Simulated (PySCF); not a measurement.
LC-wPBE single point of doublet HTcN at its PBE0 minimum.

Input, equivalent to the run apart from its starting density:

```python
from pyscf import gto, scf, dft
mol = gto.M(atom='''
Tc     0.044344     0.129643     0.134118
N     -0.292334    -0.854658    -1.049479
H     -0.290124    -0.848195     1.419631''',
    basis={'Tc': 'def2-TZVP', 'N': 'def2-TZVP', 'H': 'def2-TZVP'},
    ecp={'Tc': 'def2-TZVP'},
    charge=0, spin=1)
mf = dft.UKS(mol, xc='LC_WPBE')
mf.grids.atom_grid = (75, 302)
aux = {'Tc': 'def2-universal-JKFIT', 'N': 'def2-universal-JKFIT', 'H': 'def2-universal-JKFIT'}
mf = mf.density_fit(auxbasis=aux)
mf.conv_tol = 1e-08
mf.diis_space = 10
mf.max_cycle = 60
mf.verbose = 4
mf.kernel()
```

Excerpt of the output:

```
init E= -136.061307741044
cycle= 1 E= -136.063623821734  delta_E= -0.00232  |g|= 0.0442  |ddm|= 0.0892
cycle= 2 E= -136.061064203875  delta_E= 0.00256  |g|= 0.0985  |ddm|= 0.0662
cycle= 3 E= -136.064543590477  delta_E= -0.00348  |g|= 0.00754  |ddm|= 0.0444
cycle= 4 E= -136.064610690397  delta_E= -6.71e-05  |g|= 0.00369  |ddm|= 0.0111
cycle= 5 E= -136.064650433999  delta_E= -3.97e-05  |g|= 0.00186  |ddm|= 0.0104
cycle= 6 E= -136.064673294755  delta_E= -2.29e-05  |g|= 0.00143  |ddm|= 0.00852
cycle= 7 E= -136.064691034073  delta_E= -1.77e-05  |g|= 0.000888  |ddm|= 0.00973
cycle= 8 E= -136.064700692266  delta_E= -9.66e-06  |g|= 0.000485  |ddm|= 0.00928
cycle= 9 E= -136.064702946415  delta_E= -2.25e-06  |g|= 0.0003  |ddm|= 0.00397
cycle= 10 E= -136.064703787206  delta_E= -8.41e-07  |g|= 0.000195  |ddm|= 0.00219
cycle= 11 E= -136.06470427835  delta_E= -4.91e-07  |g|= 0.000127  |ddm|= 0.00151
cycle= 12 E= -136.064704512555  delta_E= -2.34e-07  |g|= 8.07e-05  |ddm|= 0.00119
cycle= 13 E= -136.064704534518  delta_E= -2.2e-08  |g|= 5.49e-05  |ddm|= 0.00069
cycle= 14 E= -136.064704565154  delta_E= -3.06e-08  |g|= 4.87e-05  |ddm|= 0.00039
cycle= 15 E= -136.064704572484  delta_E= -7.33e-09  |g|= 2.11e-05  |ddm|= 0.000364
Extra cycle  E= -136.064704573795  delta_E= -1.31e-09  |g|= 2.57e-05  |ddm|= 4.43e-05
converged SCF energy = -136.064704573795  <S^2> = 0.7661778  2S+1 = 2.0161129
```

Open d and f shells are described by one determinant, and the ground state may have another occupation or spin.

This run, together with those of the ionised and electron-attached species (not shown), took 5 s on 2 threads of a shared AMD EPYC 9R45 96-Core (Zen 5) host, with 77 basis functions; the process peaked at 0.79 GiB. Launch command: `OMP_NUM_THREADS=2 python axn.py task.json out`.
